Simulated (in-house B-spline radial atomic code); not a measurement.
Checks on a self-consistent run for Pd⁺, [Ne] 3s2 (3p1/2)2 (3p3/2)3 3d10 4s2 4p6 4d10. Method: Dirac-Hartree-Fock, average of the jj configuration, Fermi nucleus of rms radius 4.5318 fm. Calculated with a radial B-spline atomic code at the basis-set limit.

```
orbital  q      ε (Eh)     <1/r>        <r²>  small-component weight
  1s1/2  2  -901.86148   48.2441  0.00137016                0.028354
  2s1/2  2  -135.94462   11.1186   0.0224014               0.0059442
  2p1/2  2  -125.86022   11.0617   0.0168571               0.0059218
  2p3/2  4  -119.90270   10.4191   0.0182302               0.0056852
  3s1/2  2   -26.51777   3.90625    0.160798               0.0016847
  3p1/2  2   -22.62221   3.80826    0.156477               0.0016269
  3p3/2  3   -21.57912   3.64368    0.168024               0.0015587
  3d3/2  4   -14.51273   3.48259    0.145569               0.0014448
  3d5/2  6   -14.21707   3.44434    0.148226               0.0014282
  4s1/2  2    -4.44083   1.46336    0.996167              0.00040368
  4p1/2  2    -3.10361   1.34734     1.15877              0.00035265
  4p3/2  4    -2.90857   1.31869     1.22716              0.00035156
  4d3/2  4    -0.83079  0.986789      2.2328              0.00020648
  4d5/2  6    -0.80567  0.970082     2.31207              0.00020046
```

Electron-electron repulsion V_ee = 1876.3574 hartree.

Problem. What total energy follows from the eigenvalues?

Solution. The eigenvalues count the repulsion twice, so E = Σqε - V_ee = -3148.194 - 1876.357 = -5024.552 hartree; the run printed -5024.552.

Problem. Does the Dirac virial theorem hold?

Solution. For a point nucleus E = -2c²Σq·w, with w the small-component weight. Here Σq·w = 0.13378 and c = 137.0360, so the ratio E/(-2c²Σq·w) is 1.000036; the finite nucleus accounts for the departure from 1.

Problem. What diamagnetic shielding (Lamb formula) and susceptibility (Langevin formula) do the radii give?

Solution. σ = (α²/3)Σq<1/r> = 264.146/(3·137.036²) = 4688.7 ppm, and χ = -0.79199×10⁻⁶·Σq<r²> = -27.55×10⁻⁶ cm³/mol with Σq<r²> = 34.787 bohr². Both are non-relativistic formulas without the paramagnetism of open shells.
